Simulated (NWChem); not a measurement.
Species: PbHSCl, singlet; SMILES [SH][Pb][Cl]

```xyz
4

Pb     0.4892     0.0088     0.0000
Cl    -1.1605     1.8952     0.0000
S     -1.2567    -1.8815     0.0000
H     -0.2789    -2.8355     0.0000
```
Atoms are numbered in this order, from 1.

Program: NWChem. Medium grid unless said otherwise, to which SCAN and Minnesota functionals are sensitive. Low-valent species are run as closed-shell singlets; no triplet was tried in these runs. Geometry: optimised at PBE-D3(BJ)/def2-SVP. def2 effective core potentials on Pb; no spin-orbit coupling. Hybrids' shares of exact exchange are those that their runs print; pure functionals count as 0. The functionals differ in more than this share.

| row | share of exact exchange | orbital gap (eV) |
|---|---|---|
| PBE/def2-SVP | 0.00 | 2.78 |
| BP86/def2-SVP | 0.00 | 2.76 |
| TPSSh/def2-SVP | 0.10 | 3.60 |
| B3LYP/def2-SVP | 0.20 | 4.03 |
| PBE0/def2-SVP | 0.25 | withheld |
| MN15/def2-SVP | 0.44 | 5.43 |
| BHandHLYP/def2-SVP | 0.50 | 6.08 |
| M05-2X/def2-SVP | 0.56 | 6.45 |

Question: Fit a straight line of the last column on the one before it, predict the withheld value, and compare with the run.

Answer: 
1. Means of the 7 shown rows: x = 0.257, y = 4.447. Slope Σ(x − x̄)(y − ȳ)/Σ(x − x̄)² = 2.202/0.3443 = 6.396; intercept 2.802.
2. The shown rows scatter about the line by 0.104 (root mean square); the largest residual is -0.19, at MN15/def2-SVP.
3. At x = 0.25 (PBE0/def2-SVP; inside the shown range) the line gives 4.40.
4. The run gives 4.49, +0.09 from the line, 0.9 times the scatter.
